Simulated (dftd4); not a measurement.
SSi, triplet, at a GFN2-xTB geometry (the spin is typed, not shown lowest); D4 for r2scan run with dftd4.

Input for dftd4:
```
$ dftd4 mol.xyz --func r2scan --charge 0 --json dftd4.json --noedisp --property

# file mol.xyz
2

Si    -0.00000000    -0.00000000    -1.11967259
S      0.00000000     0.00000000     0.97971351
```

The log (banner, timings and long lists left out):

```
                    ____  _____ _____     ____  _  _
      -------------|  _ \|  ___|_   _|---|  _ \| || |------------
     |             | | | | |_    | | ___ | | | | || |_           |
     |             | |_| |  _|   | ||___|| |_| |__   _|          |
     |             |____/|_|     |_|     |____/   |_|            |
     |             ===================================           |
     |            E. Caldeweyher, S. Ehlert & S. Grimme          |
     |          Mulliken Center for Theoretical Chemistry        |
     |                    University of Bonn                     |
      -----------------------------------------------------------

Rational (Becke-Johnson) damping: r2scan-D4-ATM
---------------------
  s6         1.0000
  s8         0.6019
  s9         1.0000
  a1         0.5156
  a2         5.7734
 alp        16.0000
--------------------

Atomic data, radii in Ångström:
------------------------------------------------------
   Z          R(cov)      r4/r2   hardness         EN
------------------------------------------------------
  14 Si       1.3867     2.5839     0.3054     1.9000
  16 S        1.3600     2.1385     0.3892     2.5800
------------------------------------------------------

Atomic reference systems (in atomic units):
----------------------------------------------------------------------------
   Z        #      CN     q+Z       C6(AA)   #      CN     q+Z       C6(AA)
----------------------------------------------------------------------------
  14 Si     1  0.0000 14.0000     321.4498   2  0.8915 14.0165     270.4983
            3  1.8234 13.9936     236.2774   4  2.8003 13.9692     228.3542
            5  3.6668 13.9341     158.2713
  16 S      1  0.0000 16.0000     134.5983   2  0.9220 15.8373     145.7512
            3  1.8445 15.7622     148.5324
----------------------------------------------------------------------------

Atomic properties (in atomic units):
----------------------------------------------------------------------------
     #    Z              CN          q      C6(AA)        C8(AA)   alpha(0)
----------------------------------------------------------------------------
     1   14 Si       0.8787     0.2412    255.5021    18275.2100    34.1708
     2   16 S        0.8787    -0.2412    149.1268     7305.8996    20.6587
----------------------------------------------------------------------------

Molecular properties (in atomic units):
----------------------------------------
 molecular C6                 785.7285
 molecular C8               48140.7129
----------------------------------------

Dispersion energy:      -3.0584887296402E-04 Eh

[Info] JSON dump of results written to 'dftd4.json'
```
